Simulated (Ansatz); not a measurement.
Removing an electron: [Tb(H2O)6]3+ (TbO6H12³⁺). Charge 3, multiplicity 7. Geometry: r2SCAN-D4/def2-SVP. Ansatz, gas phase; energy differences of separate SCF runs; the oxidised species was run as a octet alone.

```xyz
19

Tb    0.000   -0.001    0.000
O     0.290    2.306   -0.062
H    -0.147    2.953   -0.654
H     0.877    2.856    0.497
O    -0.286   -2.308    0.059
H    -0.870   -2.858   -0.502
H     0.151   -2.955    0.651
O     1.719   -0.255   -1.545
H     2.260    0.445   -1.965
H     2.069   -1.086   -1.927
O    -1.720    0.253    1.545
H    -2.072    1.085    1.925
H    -2.261   -0.447    1.966
O    -1.542    0.146   -1.735
H    -2.511    0.270   -1.671
H    -1.372    0.099   -2.698
O     1.539   -0.142    1.738
H     1.368   -0.096    2.701
H     2.509   -0.264    1.676
```

In the def2 sets Tb takes a core potential; there is no spin–orbit coupling. With an open 4f shell the SCF may have ended on a state above the lowest. No other spin state of charge 3 was run.

```csv
level,−HOMO (eV),vertical IE (eV),−LUMO (eV),HOMO–LUMO gap (eV)
PBE-D4/def2-TZVP,19.12,22.91,18.13,0.99
PBE0-D4/def2-TZVP,22.17,24.36,14.31,7.87
```

Problem. Estimate the rows for ωB97X-V/def2-TZVP.

Solution. 
```json
{"level": "ωB97X-V/def2-TZVP", "−HOMO (eV)": "24.95", "vertical IE (eV)": "24.97", "−LUMO (eV)": "12.25", "HOMO–LUMO gap (eV)": "12.70"}
```

  HOMO and LUMO are the levels of the spin that leaves or enters (xTB has no such levels and no spin-polarisation term). Other spin states of the ions may lie lower, which would lower the ionisation energy or raise the affinity.
